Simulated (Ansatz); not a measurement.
Correlation energies of `[CH3][Zn][Te][Ti]([Cl])([Cl])[Cl]` by basis set

Cartesian coordinates in Å:
```
C 1.236 1.938 -1.061
Zn 0.773 0.193 -0.327
Te 1.118 -2.242 0.359
Ti -1.285 -1.793 1.029
Cl -2.586 -3.157 -0.049
Cl -1.726 0.328 0.477
Cl -1.488 -2.090 3.172
H 0.572 2.174 -1.895
H 1.116 2.704 -0.292
H 2.268 1.945 -1.413
```

Charge 0, multiplicity 1. Correlated methods freeze the filled d shell of Te. For Zn the d shell is correlated and the shells below it are frozen. Correlated methods include outer-core shells of Ti, which these sets cover unevenly. Scalar relativity is left out up to krypton. Te: def2 effective core potential. The geometry is a stationary point of PBE0-D4/def2-TZVP. It is one conformer, not always the lowest. Frozen core, restricted reference, the Gaussian-basis code of Ansatz.

```json
{"basis": "def2-SVP", "HF (Eh)": "-4310.74520", "MP2 corr.": "-1.28935", "CCSD corr.": "-1.28978", "(T)": "-0.06547", "CCSD(T) total": "-4312.10045"}
{"basis": "def2-TZVPP", "HF (Eh)": "-4311.63945", "MP2 corr.": "-1.84801", "CCSD corr.": "-1.83100", "(T)": "-0.10233", "CCSD(T) total": "-4313.57278"}
{"basis": "def2-QZVPP", "HF (Eh)": "-4311.73758", "MP2 corr.": "-2.00462", "CCSD corr.": "–", "(T)": "–", "CCSD(T) total": "–"}
```
